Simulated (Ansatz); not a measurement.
Basis-set extrapolation for C₂H₃BFNO, SMILES `N#CCB(O)F` (PBE0-D4/def2-TZVP geometry, frozen core, Ansatz 0.2.0). Multiplicity 1, RHF reference.

|  | def2-TZVPP | def2-QZVPP |
| --- | --- | --- |
| HF | -331.186909 | -331.201271 |
| MP2 correlation | -1.078639 | -1.161561 |
| CCSD(T) correlation | -1.138415 | not run |

Energies in hartree. Use E(X) = E(∞) + A·exp(−7.88·√X) for Hartree–Fock and E(X) = E(∞) + B·X^(−2.97) for correlation, with X = 3 and 4, and add CCSD(T) minus MP2 of the smaller set to the MP2 limit.

Problem. What is the CCSD(T) energy at the basis-set limit?

Solution. HF limit: -331.201271 + (-0.014362) × 0.13774 = -331.20325. MP2 limit: -1.161561 + (-0.082922) × 0.74074 = -1.22298. Higher-order term: -1.138415 − (-1.078639) = -0.05978. Total: -332.48601 hartree, 421.9 kJ/mol below CCSD(T)/def2-TZVPP.
